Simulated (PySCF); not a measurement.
C₄H₁₄OSi₂, SMILES C[SiH](C)O[SiH](C)C.

Geometry optimised at B3LYP-D3(BJ)/def2-SVP. The values are those of a single conformer.

Calculation: HF/def2-SVP in PySCF.

The molecule is in vacuum.

Question: Estimate the frontier levels, gap, dipole moment and polarisability. (An estimate is asked for; the answer gives what the named calculation found.)

Answer: 
```json
{
  "highest_occupied_level": "-11.32 eV",
  "lowest_empty_level": "4.07 eV",
  "orbital_gap": "15.39 eV",
  "dipole_moment": "1.56 D",
  "quadrupole, principal values (traceless, Buckingham form, about the centre of nuclear charge)": "-3.84, 0.58, 3.26 D·Å",
  "mean_static_polarisability": "83.4 bohr³ (12.36 Å³)",
  "polarisability_principal_values": "77.7, 84.5, 88.0 bohr³"
}
```
